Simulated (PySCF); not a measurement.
Level of theory: PBE-D3(BJ)/def2-TZVP // B3LYP-D3(BJ)/def2-TZVP (PySCF). Gas-phase values, no solvent. Excitations are Tamm–Dancoff values on a coarser integration grid. The basis has no diffuse functions, so Rydberg states are missing or too high.

Reference species (SMILES): `[CH3][In]([F])[F]` (neutral, multiplicity 1).

| Item | Result |
|---|---|
| LUMO | -2.70 eV |
| T1 excitation (TDA) | 4.67 eV |
| HOMO | -7.73 eV |
| HOMO–LUMO gap | 5.03 eV |

Changed species: `[CH3][In]([CH3])[CH3]` (3 of 3 F replaced by CH3; the reference has 1 of 3 F replaced by CH3).

Question: What does the change do to the LUMO, T1 excitation (TDA), HOMO and HOMO–LUMO gap?

Answer: the LUMO rises by 1.09 eV, to -1.61 eV; the T1 excitation (TDA) drops by 0.59 eV, to 4.08 eV; the HOMO increases by 1.89 eV, to -5.84 eV; the HOMO–LUMO gap falls by 0.81 eV, to 4.22 eV.
